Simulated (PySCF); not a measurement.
`CN(C)c1cc[o+]cc1`, [C$_{7}$H$_{10}$NO]+, charge +1

Geometry (Å), atoms numbered from 1 in this order:
```xyz
19

C    -1.7381   -1.3051    0.4386
N    -1.0834   -0.1264   -0.0881
C    -1.8981    0.8801   -0.7351
C     0.2218    0.0267    0.0185
C     0.9108    1.1767   -0.4883
C     2.2547    1.2740   -0.3497
O     3.0000    0.3510    0.2413
C     2.4021   -0.7280    0.7259
C     1.0669   -0.9432    0.6502
H    -1.5852   -1.3869    1.5161
H    -1.3608   -2.2085   -0.0435
H    -2.8061   -1.2442    0.2527
H    -1.8215    1.8365   -0.2151
H    -1.5964    1.0159   -1.7750
H    -2.9390    0.5716   -0.7231
H     0.3814    1.9721   -0.9811
H     2.8289    2.1156   -0.7114
H     3.0895   -1.4221    1.1892
H     0.6627   -1.8467    1.0702
```

Total charge +1.

Computed with PySCF, TDDFT CAM-B3LYP/def2-SVPD excited states, vertical, gas phase. Geometry: GFN2-xTB.

Question: Give the one- and two-photon strengths of the lowest singlets.

Answer: δ for parallel linear polarisation; σ at the peak of a Lorentzian of half width 0.1 eV, single beam; Ω is circular over linear.
| state | E (eV) | f | photon λ (nm) | δ (au) | σ (GM) | Ω | main |
| --- | --- | --- | --- | --- | --- | --- | --- |
| S1 | 5.18 | 0.392 | 478 | 111 | 1.09 | 1.20 | HOMO→LUMO 0.95 |
| S2 | 5.55 | 0.000 | 447 | 0.25 | 0.00 | 1.50 | HOMO→LUMO+1 0.84, HOMO−1→LUMO 0.14 |
| S3 | 6.16 | 0.143 | 403 | 49.3 | 0.69 | 1.50 | HOMO−1→LUMO 0.83, HOMO→LUMO+1 0.15 |
| S4 | 7.34 | 0.372 | 338 | 204 | 4.01 | 0.31 | HOMO−1→LUMO+1 0.74, HOMO−2→LUMO 0.21 |
| S5 | 7.48 | 0.058 | 332 | 3.45 | 0.07 | 1.50 | HOMO→LUMO+2 0.91 |

Among these, the strongest one-photon state is S1, the strongest two-photon state S4.
